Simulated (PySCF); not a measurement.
Isomers of C8H18S, one GFN2-xTB conformer each. Single-point energies are computed at PBE0/pcSseg-1 (PySCF, gas phase, no added dispersion term), electronic only.

```tsv
SMILES	GFN2-xTB relative energy (kcal/mol)
CSCC(C)(C)C(C)C	3.5
CCSCC(C)(C)CC	2.0
CC(C)CC(C)(C)CS	0.0
CCCS[C@@H](C)C(C)C	1.4
CC[C@H](SC)C(C)(C)C	1.6
CS[C@H](C)CC(C)(C)C	1.7
CC[C@@H](C)S[C@H](C)CC	1.4
CC[C@@H](C)S[C@@H](C)CC	1.9
```

Conformers: `[CH3:1][S:2][CH2:3][C:4]([CH3:5])([CH3:6])[CH:7]([CH3:8])[CH3:9]` with C1–S2–C3–C4 -172°, S2–C3–C4–C5 68°, C3–C4–C7–C8 -50°; `[CH3:1][CH2:2][S:3][CH2:4][C:5]([CH3:6])([CH3:7])[CH2:8][CH3:9]` with C1–C2–S3–C4 -75°, C2–S3–C4–C5 -172°, S3–C4–C5–C6 65°, C4–C5–C8–C9 -56°; `[CH3:1][CH:2]([CH3:3])[CH2:4][C:5]([CH3:6])([CH3:7])[CH2:8][SH:9]` with C1–C2–C4–C5 -69°, C2–C4–C5–C6 -38°, C4–C5–C8–S9 -60°, C5–C8–S9–H 72°; `[CH3:1][CH2:2][CH2:3][S:4][C@@H:5]([CH3:6])[CH:7]([CH3:8])[CH3:9]` with C1–C2–C3–S4 65°, C2–C3–S4–C5 81°, C3–S4–C5–C6 92°, S4–C5–C7–C8 -58°; `[CH3:1][CH2:2][C@H:3]([S:4][CH3:5])[C:6]([CH3:7])([CH3:8])[CH3:9]` with C1–C2–C3–S4 -66°, C2–C3–S4–C5 118°; `[CH3:1][S:2][C@H:3]([CH3:4])[CH2:5][C:6]([CH3:7])([CH3:8])[CH3:9]` with C1–S2–C3–C4 65°, S2–C3–C5–C6 -68°; `[CH3:1][CH2:2][C@@H:3]([CH3:4])[S:5][C@H:6]([CH3:7])[CH2:8][CH3:9]` with C1–C2–C3–C4 165°, C2–C3–S5–C6 -69°, C3–S5–C6–C7 -101°, S5–C6–C8–C9 -66°; `[CH3:1][CH2:2][C@@H:3]([CH3:4])[S:5][C@@H:6]([CH3:7])[CH2:8][CH3:9]` with C1–C2–C3–C4 -57°, C2–C3–S5–C6 84°, C3–S5–C6–C7 90°, S5–C6–C8–C9 68°.

Q: What does PBE0/pcSseg-1 give for the same structures?

A: 
```csv
SMILES,PBE0/pcSseg-1 E (Eh),PBE0/pcSseg-1 (kcal/mol),GFN2-xTB (kcal/mol),point group
CC[C@@H](C)S[C@@H](C)CC,-713.29960,0.0,1.9,C1
CC[C@@H](C)S[C@H](C)CC,-713.29923,0.2,1.4,C1
CCSCC(C)(C)CC,-713.29864,0.6,2.0,C1
CCCS[C@@H](C)C(C)C,-713.29863,0.6,1.4,C1
CC(C)CC(C)(C)CS,-713.29683,1.7,0.0,C1
CC[C@H](SC)C(C)(C)C,-713.29586,2.3,1.6,C1
CS[C@H](C)CC(C)(C)C,-713.29528,2.7,1.7,C1
CSCC(C)(C)C(C)C,-713.29474,3.1,3.5,C1
```

GFN2-xTB puts CC(C)CC(C)(C)CS lowest instead; measured from each level's own lowest isomer, the values differ by up to 1.9 kcal/mol (CC[C@@H](C)S[C@@H](C)CC: 1.9 against 0.0). As drawn, the highest has a quaternary carbon, which the lowest lacks. Neighbours under 2.5 kcal/mol apart (CC[C@@H](C)S[C@@H](C)CC and CC[C@@H](C)S[C@H](C)CC; CC[C@@H](C)S[C@H](C)CC and CCSCC(C)(C)CC; CCSCC(C)(C)CC and CCCS[C@@H](C)C(C)C; CCCS[C@@H](C)C(C)C and CC(C)CC(C)(C)CS; others) can change places with a better method, another conformer or zero-point energy. CC[C@@H](C)S[C@@H](C)CC and CC[C@@H](C)S[C@H](C)CC are stereoisomers, 0.2 kcal/mol apart in the conformers taken.

Q: Which frontier levels, dipoles and rotational constants go with these structures?

A: 
```tsv
SMILES	HOMO (eV, PBE0/pcSseg-1)	LUMO (eV)	dipole (D)	A, B, C (MHz)
CC[C@@H](C)S[C@@H](C)CC	-6.17	1.00	1.62	1819, 892.1, 694.2
CC[C@@H](C)S[C@H](C)CC	-6.18	1.09	1.69	1560, 1053, 747.9
CCSCC(C)(C)CC	-6.20	1.06	1.52	1979, 782.1, 712.1
CCCS[C@@H](C)C(C)C	-6.19	1.17	1.63	1919, 862.8, 722.5
CC(C)CC(C)(C)CS	-6.69	0.78	1.91	1878, 779.5, 678.9
CC[C@H](SC)C(C)(C)C	-6.17	1.01	1.51	1568, 1108, 832.7
CS[C@H](C)CC(C)(C)C	-6.12	1.05	1.58	1939, 872.3, 775.6
CSCC(C)(C)C(C)C	-6.19	1.06	1.45	2052, 848.6, 762.9
```
